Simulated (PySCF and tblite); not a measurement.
The numbers below are computed, except where a source is named.
C5H8F4, numbered as in [CH3:1][C@@H:2]([F:3])[C:4]([F:5])([F:6])[C@H:7]([CH3:8])[F:9].

The ensemble was built from 200 distance-geometry starts (ETKDG and KDG, MMFF94s, GFN2-xTB) and rests on GFN2-xTB geometries. Energies: PBE0-D3(BJ)/pcSseg-1, with GFN2-xTB thermal terms (modes under about 100 cm⁻¹ blended into free rotors). Symmetry numbers and mirror images are counted. Conformers within 2.5 kcal/mol (GFN2-xTB free energy) were kept, 7 at most. GIAO shieldings: PBE0/pcSseg-1. Shifts are against TMS (¹H), TMS (¹³C), CFCl3 (¹⁹F) at the same level. Programs: PySCF with density fitting and tblite.

Torsions listed: F3–C2–C4–F5, F5–C4–C7–F9. Of a mirror pair one member is shown.

```
conformer       shape   symmetry  E(GFN2) kcal/mol  E(DFT) kcal/mol
        1  169°, -69°  C1 (pair)              0.00             0.00
        2    87°, 56°  C1 (pair)              1.68             1.30
        3   73°, -73°         Cs              2.71             2.93
```

Task: How much do the weights at 298.15 K and the averaged shift of F6 depend on how the conformers are weighted?

Result: 
```
                                                              weighting  1 (%)  2 (%)  3 (%)  δ (ppm)  rms dipole (D)
DFT energy with thermal terms, symmetry and mirror images (full scheme)     89     10      1   -132.4            0.92
                             DFT energy with symmetry and mirror images     90     10      0   -132.3            0.90
                                                        bare DFT energy     89     10      1   -132.3            0.91
                        GFN2-xTB energy with symmetry and mirror images     94      6      0   -131.2            0.71
                                                   GFN2-xTB free energy     93      6      2   -131.4            0.75
                                                leading conformer alone    100      0      0   -129.9            0.29
                                                          equal weights     33     33     33   -140.8            2.02
                         full scheme, search stopped after three starts     99      0      1   -130.0            0.39
```

The largest departure from the full scheme, 8.4 ppm, comes with: equal weights.

Unscaled ¹⁹F shifts at such levels can be off by tens of ppm; differences between conformers or isomers are more reliable.


Conformer gaps in pcSseg-1 on xTB geometries can be 2 kcal/mol off for S=O, P=O and other polar bonds.